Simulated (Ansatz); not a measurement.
Geometry optimisation, RKS BLYP/def2-SVP (Ansatz 0.2.0).

input.yaml

```yaml
crystal:
  periodic: [false, false, false]
  atoms:
    - { symbol: S, position_ang: [-0.54148, 1.46942, -1.31036] }
    - { symbol: Si, position_ang: [-0.05565, 0.05906, 0.22939] }
    - { symbol: S, position_ang: [1.95705, -0.55796, -0.17635] }
    - { symbol: Cl, position_ang: [-1.32923, -1.50896, 0.22942] }
    - { symbol: H, position_ang: [-1.85087, 1.45195, -1.0999] }
    - { symbol: H, position_ang: [-0.10977, 0.71654, 1.52252] }
    - { symbol: H, position_ang: [1.92996, -1.63005, 0.60528] }
basis:
  gaussian: { orbitals: def2-SVP }
hamiltonian:
  xc: blyp
relax:
  f_tol: 0.015
  max_steps: 40
```

Command:

```bash
$ ansatz run input.yaml --threads 1 --pin off --max-ram 2048MiB --backend cpu --events-out ev --progress --plain --runs-dir out
```

Q: Where does it end, and by what steps?

A: The run converged. After 15 steps the energy has fallen by 0.195 eV; H5 moved furthest, 0.57 Å.

| step | energy less start (eV) | largest force component (eV/Å) | accepted |
| --- | --- | --- | --- |
| 0 | 0.0000 | 1.163 | yes |
| 1 | -0.1346 | 0.534 | yes |
| 2 | -0.1402 | 0.577 | yes |
| 3 | -0.1757 | 0.027 | yes |
| 4 | -0.1761 | 0.017 | yes |
| 5 | -0.1765 | 0.022 | yes |
| 6 | -0.1766 | 0.021 | yes |
| 7 | -0.1776 | 0.085 | yes |
| 8 | -0.1786 | 0.029 | yes |
| 9 | -0.1811 | 0.172 | yes |
| 10 | -0.1934 | 0.048 | yes |
| 11 | -0.1020 | 1.274 | no |
| 12 | -0.1935 | 0.068 | yes |
| 13 | -0.1947 | 0.021 | yes |
| 14 | -0.1952 | 0.016 | yes |
| 15 | -0.1953 | 0.007 | yes |

```xyz
7
Properties=species:S:1:pos:R:3
S -0.626 1.228 -1.524
Si -0.103 -0.004 0.175
S 1.984 -0.471 -0.156
Cl -1.217 -1.782 0.334
H -1.603 1.898 -0.845
H -0.379 0.750 1.435
H 1.945 -1.618 0.582
```

Whether the end is a true minimum wasn't checked by a vibrational analysis.

Time of the run: 24 s on 1 thread of Intel(R) Xeon(R) 6975P-C (Granite Rapids) (shared host), peak memory 0.16 GiB.
